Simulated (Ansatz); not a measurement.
Stepwise reaction of `[SiH3][O][In]([SH])[O][SiH3]` with ammonia, as a gas-phase model of exchange steps in deposition or etching. ΔE in kJ/mol.

Calculated with Ansatz (gas phase, PBE0-D4/def2-TZVP geometries, no zero-point term in ΔE). CBS: MP2 limit from def2 TZ/QZ plus the TZ coupled-cluster correction, frozen cores. This one scheme is used for every species. Functionals use def2-TZVPP. B3LYP here is the variant with VWN-RPA as its local correlation; programs differ in this. def2 core potentials past Kr. For In outer-core shells are correlated without core-valence functions, which leaves a few kJ/mol of doubt a bond. One conformer a species, not always the lowest.

| step | reaction | PBE-D4 | B3LYP-D4 | ωB97M-V | CCSD(T)/CBS |
| --- | --- | --- | --- | --- | --- |
| 1 | `[SiH3][O][In]([SH])[O][SiH3]` + NH₃ → `[NH2][In]([SH])[O][SiH3]` + `O[SiH3]` | 29.4 | 35.5 | 32.4 | 35.3 |
| 2 | `[NH2][In]([SH])[O][SiH3]` + NH₃ → `[NH2][In]([NH2])[SH]` + `O[SiH3]` | 41.7 | 46.2 | 43.2 | 46.2 |

Problem. By hand: ΔE of the 2 steps together at CCSD(T)/CBS.

Solution. (35.3) + (46.2) = 81.5 kJ/mol, or 40.8 kJ/mol a step.

In ΔE each step is higher than the one before. All are uphill at CCSD(T)/CBS. PBE-D4 differs from CCSD(T)/CBS by -5.9 to -4.5 kJ/mol a step. Isolated molecules leave out the surface, adducts and barriers. Largest T1 diagnostic: 0.015.
